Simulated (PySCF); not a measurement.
H₇N₃Si₂.
Geometry (PBE0-D3(BJ)/def2-SVP, Å), atoms numbered from 1 in this order:
```
atom  x, y, z in Å
N1     2.1246    0.3229   -0.2759
Si2    0.6661   -0.5367   -0.0337
N3    -0.6798   -0.2078   -1.1050
Si4   -1.7430    0.2809    0.1856
N5    -0.3880    0.0132    1.2484
H6     3.0195   -0.1364   -0.3763
H7     2.1782    1.3294   -0.3681
H8     1.1150   -1.9599    0.0287
H9    -0.8230   -0.3890   -2.0868
H10   -2.9358   -0.5968    0.4127
H11   -2.2538    1.6894    0.1258
H12   -0.2389    0.1611    2.2347
```

Computed, not measured: PySCF 2.14.0, PBE0-D3(BJ)/def2-SVP geometry optimisation, gas phase.

Masses are those of the commonest isotopes; rigid-rotor values at the optimised geometry. The values belong to one conformer with, in the numbering `[NH2:1][SiH:2]1[NH:3][SiH2:4][NH:5]1`, H–N1–Si2–N3 -127° and 50°.

Problem. Give the principal moments of inertia and the rotational constants in GHz.

Solution. Ia = 68.99, Ib = 219.27, Ic = 249.18 u·Å²; 505379 MHz·u·Å²/I gives 7326, 2305 and 2028 MHz, that is A = 7.3256, B = 2.3048, C = 2.0282 GHz.

Problem. What kind of rotor is it?

Solution. An asymmetric top. Ray's parameter κ = (2B − A − C)/(A − C) = -0.896; −1 is the prolate and +1 the oblate limit.

Problem. Is it planar, by Δ = Ic − Ia − Ib?

Solution. Not planar: Δ = Ic − Ia − Ib = -39.08 u·Å². For a rigid frame Δ = −2 Σ m c², so Σ m c² = 19.54 u·Å² lies off the ab plane: 8.92 from hydrogen and 10.62 from heavier atoms. The atom farthest from that plane is 1.80 Å away.

Problem. Give the other two planar moments, Paa and Pbb, and the rms extents of the mass along the axes.

Solution. Paa = Σ m a² = (Ib + Ic − Ia)/2 = 199.73 and Pbb = Σ m b² = (Ia + Ic − Ib)/2 = 49.45 u·Å². With the mass M = 105.02 u, the rms extents √(P/M) along a, b and c are 1.38, 0.69, 0.43 Å.

Problem. List the rotational levels J(Ka,Kc) to J = 5 (MHz).

Solution. Above 0(0,0):
J = 1: 1(0,1) 4333, 1(1,1) 9354, 1(1,0) 9630
J = 2: 2(0,2) 12988, 2(1,2) 17743, 2(1,1) 18573, 2(2,1) 33635, 2(2,0) 33646
J = 3: 3(0,3) 25942, 3(1,3) 30320, 3(1,2) 31980, 3(2,2) 46634, 3(2,1) 46690, 3(3,1) 72436, 3(3,0) 72437
J = 4: 4(0,4) 43164, 4(1,4) 47077, 4(1,3) 49842, 4(2,3) 63958, 4(2,2) 64123, 4(3,2) 89790, 4(3,1) 89792, 4(4,1) 125884, 4(4,0) 125884
J = 5: 5(0,5) 64612, 5(1,5) 68005, 5(1,4) 72147, 5(2,4) 85598, 5(2,3) 85981, 5(3,3) 111490, 5(3,2) 111498, 5(4,2) 147573, 5(4,1) 147573, 5(5,1) 193982, 5(5,0) 193982
Those of J = 1 are B + C, A + C and A + B.

Problem. Which types of transition are allowed, and where do some lines up to J = 5 fall?

Solution. The dipole components are |μa| = 1.42 D, |μb| = 0.02 D, |μc| = 0.73 D. Intensities carry the squares of the components, which stand as 1.00 : 0.00 : 0.27 (a : b : c). Some of the stronger lines:

```tsv
type	branch	J(Ka,Kc)	MHz	lower level (cm⁻¹)
a	Q	5(2,3) ← 5(2,4)	383	2.855
a	Q	2(1,1) ← 2(1,2)	830	0.592
a	Q	3(1,2) ← 3(1,3)	1660	1.011
c	Q	5(1,5) ← 5(0,5)	3393	2.155
a	Q	5(1,4) ← 5(1,5)	4142	2.268
c	R	1(1,0) ← 0(0,0)	9630	0.000
a	R	3(1,3) ← 2(1,2)	12577	0.592
a	R	3(2,1) ← 2(2,0)	13043	1.122
a	R	3(1,2) ← 2(1,1)	13407	0.620
c	Q	5(2,4) ← 5(1,4)	13451	2.407
a	R	5(0,5) ← 4(0,4)	21448	1.440
a	R	5(2,4) ← 4(2,3)	21640	2.133
a	R	5(2,3) ← 4(2,2)	21857	2.139
c	Q	5(3,3) ← 5(2,3)	25510	2.868
c	Q	3(3,1) ← 3(2,1)	25747	1.557
c	R	3(2,1) ← 2(1,1)	28117	0.620
c	R	5(1,4) ← 4(0,4)	28983	1.440
c	R	4(2,2) ← 3(1,2)	32143	1.067
c	Q	5(4,2) ← 5(3,2)	36075	3.719
c	Q	4(4,1) ← 4(3,1)	36092	2.995
c	R	5(2,3) ← 4(1,3)	36138	1.663
c	R	3(3,0) ← 2(2,0)	38790	1.122
c	R	3(3,1) ← 2(2,1)	38801	1.122
c	R	4(3,1) ← 3(2,1)	43102	1.557
c	Q	5(5,1) ← 5(4,1)	46409	4.923
c	R	5(3,2) ← 4(2,2)	47375	2.139
c	R	5(3,3) ← 4(2,3)	47533	2.133
c	R	4(4,1) ← 3(3,1)	53447	2.416
```

No frequency check. Constants of a rigid frame at the computed geometry: no zero-point averaging, no centrifugal distortion. Quadrupole hyperfine structure (14N) is left out.
